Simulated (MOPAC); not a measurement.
Species: BNH$_{5}$, net charge 0, doublet state. SMILES: [BH3-][NH2+]

Atoms: B1, N2, H3, H4, H5, H6, H7. Bonds: B1-N2, B1-H3, B1-H4, B1-H5, N2-H6, N2-H7.

Bond lengths (Å) and angles (degrees) optimised at AM1 with MOPAC; PM3 with MOPAC; MNDO with MOPAC, each started from the B3LYP-D3(BJ)/def2-TZVP structure (Ansatz) of the last column. A row stands for all coordinates that are equal there; 9 of 11 kinds are shown. No wavenumbers were computed at MNDO, so these may be saddle points.

| coordinate | AM1 | PM3 | MNDO | B3LYP-D3(BJ)/def2-TZVP |
|---|---|---|---|---|
| B1-N2 | 1.359 | 1.479 | 1.477 | 1.453 |
| B1-H3 | 1.201 | 1.144 | 1.178 | 1.195 |
| B1-H4 | 1.265 | 1.155 | 1.193 | 1.254 |
| N2-H6 | 0.984 | 0.984 | 0.999 | 1.009 |
| N2-B1-H3 | 117.8 | 115.3 | 110.5 | 115.6 |
| N2-B1-H4 | 114.0 | 113.1 | 107.1 | 109.7 |
| B1-N2-H6 | 122.1 | 123.2 | 123.3 | 122.9 |
| B1-N2-H7 | 120.9 | 124.2 | 124.0 | 123.8 |
| H3-B1-H4 | 114.9 | 107.5 | 113.0 | 115.7 |

Mean signed difference of all 6 bond lengths from B3LYP-D3(BJ)/def2-TZVP: AM1 -0.019 Å, PM3 -0.046 Å, MNDO -0.023 Å.
